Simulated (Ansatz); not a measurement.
`O[SiH2]C(F)Cl` and `FC(F)Cl` differ in one atom or group.

Ansatz, PBE0-D4/def2-TZVP geometries, multiplicity 1. Each molecule was computed in one conformer, which needn't be the lowest.

```csv
property,`O[SiH2]C(F)Cl`
LUMO energy (ωB97M-V/def2-TZVPP) / eV,1.60
size of the dipole moment (PBE/def2-TZVPP) / D,0.91
LUMO energy (PBE/def2-TZVPP) / eV,-1.09
HOMO–LUMO gap (ωB97M-V/def2-TZVPP) / eV,12.18
size of the dipole moment (ωB97M-V/def2-TZVPP) / D,1.00
size of the dipole moment (B3LYP/def2-TZVPP) / D,0.98
```

Q: What does the change do to each property? (Best estimate.)

A: Computed: 
| property | `FC(F)Cl` | shift |
| --- | --- | --- |
| LUMO energy (ωB97M-V/def2-TZVPP) / eV | 2.61 | 1.01 |
| size of the dipole moment (PBE/def2-TZVPP) / D | 1.31 | 0.40 |
| LUMO energy (PBE/def2-TZVPP) / eV | -0.68 | 0.41 |
| HOMO–LUMO gap (ωB97M-V/def2-TZVPP) / eV | 14.54 | 2.36 |
| size of the dipole moment (ωB97M-V/def2-TZVPP) / D | 1.41 | 0.41 |
| size of the dipole moment (B3LYP/def2-TZVPP) / D | 1.41 | 0.43 |

With PBE0 the HOMO falls by 1.29 eV and the LUMO rises by 0.61 eV, so the gap widens by about 1.90 eV. PBE moves the HOMO by -1.22 eV and ωB97M-V by -1.35 eV. Dipoles are sizes alone; their direction can turn.

B3LYP here is the variant with VWN-RPA as its local correlation; programs differ in this.
